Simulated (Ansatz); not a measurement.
# Scan of the C1–Si2–Te3–H5 dihedral angle

CH$_{2}$SiTe, closed shell, at its PBE0-D4/def2-TZVP minimum:

```json
{"atom": "C1", "x (Å)": "-1.6022", "y (Å)": "-0.3880", "z (Å)": "-0.0682"}
{"atom": "Si2", "x (Å)": "-0.0814", "y (Å)": "-0.1898", "z (Å)": "-0.6748"}
{"atom": "Te3", "x (Å)": "1.5613", "y (Å)": "0.6091", "z (Å)": "0.9780"}
{"atom": "H4", "x (Å)": "-2.6523", "y (Å)": "-0.6340", "z (Å)": "-0.0808"}
{"atom": "H5", "x (Å)": "2.7747", "y (Å)": "0.6028", "z (Å)": "-0.1542"}
```

The dihedral angle C1–Si2–Te3–H5 (180.0° at the minimum) is set to the values below, the two halves turning rigidly about the central bond. Each method's energies count from its own value at the PBE0-D4 minimum structure. Ansatz 0.2.0; basis: def2-TZVPP; cores frozen in the correlated methods. Filled d shells of the heavier atoms are correlated. Core potentials replace the inner electrons of the atoms past krypton. The def2 sets are not built for correlating such inner shells, so the correlated values are less sure here. B3LYP uses VWN-RPA correlation.

CCSD(T) energies along the scan:
| dihedral angle (°) | CCSD(T) (eV) |
| --- | --- |
| -160.0 | 0.0180 |
| -124.0 | 0.1104 |
| -88.0 | 0.1798 |
| -52.0 | 0.1626 |
| -16.0 | 0.1156 |
| 20.0 | 0.1192 |
| 56.0 | 0.1679 |
| 92.0 | 0.1763 |
| 128.0 | 0.0991 |
| 164.0 | 0.0117 |
They count from the CCSD(T) energy at the PBE0-D4 minimum.

Largest difference from the CCSD(T) curve over the scan: PBE0-D4 0.0686; B3LYP-D4 0.0662; wB97M-V 0.0648; HF 0.1323 eV. Each curve counts from its own value at the minimum.

T1 diagnostic: at most 0.044. The T1 diagnostic is large here, which may signal multireference character or strong orbital relaxation, so CCSD(T) is less sure. The restricted Hartree–Fock reference is unstable towards an unrestricted one here.

For scale, one of the runs: CCSD(T)/def2-TZVPP, 151 basis functions (an equivalent command: `ansatz run in.yaml --threads 2`). Hardware: 2 CPU threads, shared host. Wall time 22 s; peak host memory 1.1 GiB.
